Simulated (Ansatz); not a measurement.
`c1csc(-c2ccc(-c3ccc(-c4ccc(-c5ccc(-c6ccc(-c7cccs7)s6)s5)s4)s3)s2)c1` with charge -1. Total charge -1; doublet. Geometry r2SCAN-D4/def2-SVP, that of the neutral singlet; atoms count from 1.

```xyz
51

C   -11.0856   -5.0032   -0.1631
C   -12.0140   -4.1737    0.4240
S   -11.2981   -2.7080    0.9804
C    -9.7149   -3.1965    0.4303
C    -8.5736   -2.3368    0.6141
C    -8.5058   -1.0812    1.2057
C    -7.2091   -0.5294    1.2089
C    -6.2547   -1.3519    0.6188
C    -4.8479   -1.1228    0.4435
C    -3.8885   -1.9407   -0.1460
C    -2.5944   -1.3848   -0.1403
C    -2.5323   -0.1271    0.4532
C    -1.4014    0.7359    0.6396
C    -1.3490    1.9942    1.2346
C    -0.0612    2.5598    1.2474
C     0.9072    1.7497    0.6578
C     2.3096    2.0200    0.5029
C     3.0129    3.1539    0.9040
C     4.3856    3.0995    0.6002
C     4.7696    1.9247   -0.0411
C     6.0717    1.5267   -0.4955
C     6.4616    0.3551   -1.1373
C     7.8375    0.3073   -1.4363
C     8.5325    1.4431   -1.0349
C     9.9390    1.7251   -1.1850
C    10.9158    0.9262   -1.7674
C    12.2048    1.5154   -1.7462
C    12.2154    2.7567   -1.1499
S    10.6443    3.2155   -0.6136
S     7.4484    2.5765   -0.2721
S     3.3885    0.8802   -0.2616
S     0.1869    0.2644    0.0900
S    -4.1156    0.3583    1.0087
S    -6.9949   -2.8307    0.0578
C    -9.7794   -4.4510   -0.1620
H   -11.3341   -5.9801   -0.5828
H   -13.0826   -4.3383    0.5613
H    -9.3829   -0.5817    1.6236
H    -6.9615    0.4479    1.6293
H    -4.1314   -2.9185   -0.5680
H    -1.7144   -1.8798   -0.5573
H    -2.2339    2.4822    1.6497
H     0.1670    3.5381    1.6733
H     2.5357    3.9978    1.4049
H     5.0949    3.8956    0.8380
H     5.7567   -0.4443   -1.3776
H     8.3200   -0.5342   -1.9363
H    10.7022   -0.0547   -2.1957
H    13.0980    1.0396   -2.1562
H    13.0578    3.4307   -0.9959
H    -8.9024   -4.9511   -0.5796
```

Single mean-field runs in def2-SVP are fitted with def2-universal-jkfit.

Problem. Estimate the Mulliken populations of the heavy atoms from the PBE0/def2-SVP orbitals of Ansatz.

Solution. 
```json
{"atom": "C1", "charge (e)": "-0.01", "spin (α − β)": "-0.04"}
{"atom": "C2", "charge (e)": "-0.13", "spin (α − β)": "0.06"}
{"atom": "S3", "charge (e)": "0.08", "spin (α − β)": "0.02"}
{"atom": "C4", "charge (e)": "-0.11", "spin (α − β)": "-0.03"}
{"atom": "C5", "charge (e)": "-0.08", "spin (α − β)": "0.10"}
{"atom": "C6", "charge (e)": "-0.03", "spin (α − β)": "-0.05"}
{"atom": "C7", "charge (e)": "-0.05", "spin (α − β)": "0.07"}
{"atom": "C8", "charge (e)": "-0.07", "spin (α − β)": "-0.01"}
{"atom": "C9", "charge (e)": "-0.09", "spin (α − β)": "0.09"}
{"atom": "C10", "charge (e)": "-0.03", "spin (α − β)": "-0.03"}
{"atom": "C11", "charge (e)": "-0.05", "spin (α − β)": "0.04"}
{"atom": "C12", "charge (e)": "-0.07", "spin (α − β)": "0.02"}
{"atom": "C13", "charge (e)": "-0.08", "spin (α − β)": "0.06"}
{"atom": "C14", "charge (e)": "-0.04", "spin (α − β)": "0.01"}
{"atom": "C15", "charge (e)": "-0.03", "spin (α − β)": "0.00"}
{"atom": "C16", "charge (e)": "-0.09", "spin (α − β)": "0.06"}
{"atom": "C17", "charge (e)": "-0.08", "spin (α − β)": "0.02"}
{"atom": "C18", "charge (e)": "-0.03", "spin (α − β)": "0.04"}
{"atom": "C19", "charge (e)": "-0.04", "spin (α − β)": "-0.02"}
{"atom": "C20", "charge (e)": "-0.09", "spin (α − β)": "0.09"}
{"atom": "C21", "charge (e)": "-0.07", "spin (α − β)": "-0.02"}
{"atom": "C22", "charge (e)": "-0.05", "spin (α − β)": "0.07"}
{"atom": "C23", "charge (e)": "-0.02", "spin (α − β)": "-0.05"}
{"atom": "C24", "charge (e)": "-0.09", "spin (α − β)": "0.10"}
{"atom": "C25", "charge (e)": "-0.11", "spin (α − β)": "-0.04"}
{"atom": "C26", "charge (e)": "-0.03", "spin (α − β)": "0.07"}
{"atom": "C27", "charge (e)": "-0.01", "spin (α − β)": "-0.04"}
{"atom": "C28", "charge (e)": "-0.13", "spin (α − β)": "0.07"}
{"atom": "S29", "charge (e)": "0.08", "spin (α − β)": "0.02"}
{"atom": "S30", "charge (e)": "0.08", "spin (α − β)": "0.04"}
{"atom": "S31", "charge (e)": "0.08", "spin (α − β)": "0.05"}
{"atom": "S32", "charge (e)": "0.08", "spin (α − β)": "0.06"}
{"atom": "S33", "charge (e)": "0.07", "spin (α − β)": "0.05"}
{"atom": "S34", "charge (e)": "0.08", "spin (α − β)": "0.04"}
{"atom": "C35", "charge (e)": "-0.04", "spin (α − β)": "0.07"}
```
Mulliken values and Mayer orders depend strongly on the basis.

Problem. Where does the spin sit?

Solution. Summed by element: C 0.74, S 0.28, H -0.02, of 1 unpaired in all. Largest on single atoms: C24 0.10, C5 0.10, C20 0.09.

Problem. And the Mayer bond orders between bonded heavy atoms (over 0.3, the first 40 of 41)?

Solution. C1–C2 1.55 (1.38 Å); C1–C35 1.28 (1.42 Å); C2–S3 1.13 (1.72 Å); S3–C4 1.13 (1.75 Å); C4–C5 1.20 (1.44 Å); C4–C35 1.48 (1.39 Å); C5–C6 1.46 (1.39 Å); C5–S34 1.09 (1.75 Å); C6–C7 1.32 (1.41 Å); C7–C8 1.42 (1.39 Å); C8–C9 1.24 (1.44 Å); C8–S34 1.10 (1.75 Å); C9–C10 1.42 (1.39 Å); C9–S33 1.08 (1.75 Å); C10–C11 1.35 (1.41 Å); C11–C12 1.40 (1.39 Å); C12–C13 1.26 (1.43 Å); C12–S33 1.08 (1.75 Å); C13–C14 1.39 (1.39 Å); C13–S32 1.08 (1.75 Å); C14–C15 1.36 (1.41 Å); C15–C16 1.42 (1.39 Å); C16–C17 1.23 (1.44 Å); C16–S32 1.08 (1.75 Å); C17–C18 1.42 (1.39 Å); C17–S31 1.09 (1.75 Å); C18–C19 1.35 (1.41 Å); C19–C20 1.41 (1.39 Å); C20–C21 1.25 (1.44 Å); C20–S31 1.08 (1.75 Å); C21–C22 1.42 (1.39 Å); C21–S30 1.10 (1.75 Å); C22–C23 1.32 (1.41 Å); C23–C24 1.47 (1.39 Å); C24–C25 1.17 (1.44 Å); C24–S30 1.08 (1.74 Å); C25–C26 1.49 (1.39 Å); C25–S29 1.13 (1.75 Å); C26–C27 1.29 (1.42 Å); C27–C28 1.53 (1.38 Å).
